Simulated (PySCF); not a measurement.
SMILES F[SiH2][SiH2][SiH3] (H₇FSi₃), GFN2-xTB optimised geometry. Atoms within 1.6 Å of the plane z = 0.0 Å (x, y, z in Å): F1 (2.44, 0.31, 0.87), Si2 (2.00, -0.98, 0.00), Si3 (-0.31, -0.98, 0.00), Si4 (-1.33, 1.10, 0.00), H5 (2.71, -2.06, 0.68), H6 (2.66, -0.74, -1.28), H7 (-0.78, -1.79, 1.14), H8 (-0.74, -1.77, -1.17), H9 (-0.60, 2.06, 0.82), H10 (-1.41, 1.66, -1.35), H11 (-2.71, 1.07, 0.51).

Computed with PySCF 2.14.0 with B3LYP/def2-TZVP. Cells within 0.4 Å of a nucleus heavier than hydrogen are left out (blank, or x).

Map of the electrostatic potential (hartree/e), clipped to [-0.08, 0.12] on the plane z = 0.0 Å:

```
|2222222222221111111111111111111|
|2222222222221111111111111111111|
|2222222222222111111111111111111|
|2222222222222111111111111111111|
|2222222222222211111111111111111|
|2222222222222221111111111111111|
|2222222233333222111111111111111|
|2222222345665432221111111111111|
|2222223479999964221111000011111|
|2222223699999996322110000000111|
|2222235999999999532110000000111|
|22223599999x9999643210000000011|
|2222359999xxx999743322110000011|
|2222248999999999765555642000111|
|2222234799999999988999995211111|
|2222223589999999999999999422111|
|2222223468999999999999999842211|
|22222233579999x999999x999953221|
|2222223346999xxx9999xxx99963222|
|22222223469999x999999x999953222|
|2222222334799999999999999743222|
|2222222233589999999999999532222|
|2222222222346999988999997432222|
|2222222222233456555666554322222|
|2222222222222334444444333222222|
|2222222222222233333333322222222|
|2222222222222222333332222222222|
|2222222222222222222222222222222|
|2222222222222222222222222222222|
|2222222222222222222222222222222|
|2222222222222222222222222222222|
```
Scale: ten equal steps from -0.031 (start of '0') to 0.120 (end of '9'), in the order '0123456789'; x runs from -5.00 to 5.00, y from -5.00 (bottom) to 5.00 (top).
